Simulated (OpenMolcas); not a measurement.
Al+: from RASSCF to RASPT2

* Program: OpenMolcas
* Basis: ANO-RCC-VQZP [6s5p3d2f1g]
* Scalar Hamiltonian: DKH2, point nucleus
* Active space: 2 electrons in 9 orbitals (RAS2 3s 3p; RAS3 3d, at most 2 electrons)
* State averaging: 2S+1 = 3 even, 3 roots; 2S+1 = 1 even, 6 roots; 2S+1 = 3 odd, 3 roots; 2S+1 = 1 odd, 3 roots
* Spin-orbit coupling: state interaction with AMFI integrals over the reference wave functions, term energies averaged over their components

Methods on the same reference wave functions:
A. RASSCF
B. SS-RASPT2, IPEA 0.25 Eh, imaginary shift 0.1 Eh (closed shells correlated: 2s 2p)

Energies in cm-1 above 3s2 1S0, the measured ground level; measured values from NIST Handbook of Basic Atomic Spectroscopic Data.

```
      Level      A      B  Measured
    3s2 1S0    0.0    0.0       0.0
3s 3p 3P* 0  35353  37004     37393
3s 3p 3P* 1  35403  37055     37454
3s 3p 3P* 2  35505  37157     37578
3s 3p 1P* 1  60264  59757     59852
```

Deviations, from unrounded energies. A percentage is the sum of absolute deviations over the sum of measured energies, with the sign that they share, or ± where signs differ.

| Against measurement | Levels | A | B |
| --- | --- | --- | --- |
| mean absolute deviation (cm-1) | 4 | 1600 | 330 |
| other configurations (%) | 4 | ±3.8 | -0.8 |

B lies closest to measurement on these levels. The largest miss of B in the table is 3s 3p 3P* 2, by -420 cm-1. The ranking rests on the paired levels alone, and a cruder setting can come out closer through cancelling errors.

The lowest spin-free term lies below A's lowest term by 0.232 hartree in B.

Active for correlation alone: 3d; no level in the range computed is led by a configuration that fills it, so any true level of that kind is missing. Without dynamic correlation excited terms often stand tens of per cent too high (terms of higher spin than the ground term too low), and those without a measured partner can miss by more than the paired ones (holds for A). Measured partners are found by configuration, term and J. A level has none where our copy of the source lacks it or the pairing is in doubt (some pairs that miss far off the trend of their configuration count as doubtful), and it then counts in no deviation. Levels of configurations outside the active space are missing. Levels that lie high or do not pair safely by name in every column are left out.

* marks odd parity.
